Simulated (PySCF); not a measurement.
FH6NOSi2, SMILES N[Si@]([SiH3])(F)O. The structure is a stationary point at PBE0-D3(BJ)/def2-SVP. The structure was generated by enumeration; whether it is a known compound was not checked. One conformer was computed; it need not be the lowest.

Calculation: PBE0-D3(BJ)/def2-SVP (PySCF).

Harmonic wavenumbers (cm⁻¹): 93, 132, 137, 202, 239, 273, 290, 321, 362, 468, 517, 524, 760, 807, 824, 886, 922, 929, 939, 973, 1527, 2215, 2227, 2233, 3623, 3733, 3937. Rotational constants (GHz): 3.666, 2.078, 1.978; symmetry number 1.

Task: Work out the zero-point energy and the ideal-gas rigid-rotor harmonic-oscillator thermochemistry at 298.15 K and 1 atm.

Result: ZPE = ½ Σ hcν = ½ × 30096 cm⁻¹ = 43.02 kcal/mol. H − E(el) = 49.12 kcal/mol. Entropy in cal/(mol K): translation 40.04, rotation 27.46, vibration 21.97, total 89.46. G − E(el) = 22.44 kcal/mol. Cp = 32.05 cal/(mol K). Modes under 150 cm⁻¹ make the vibrational entropy uncertain.
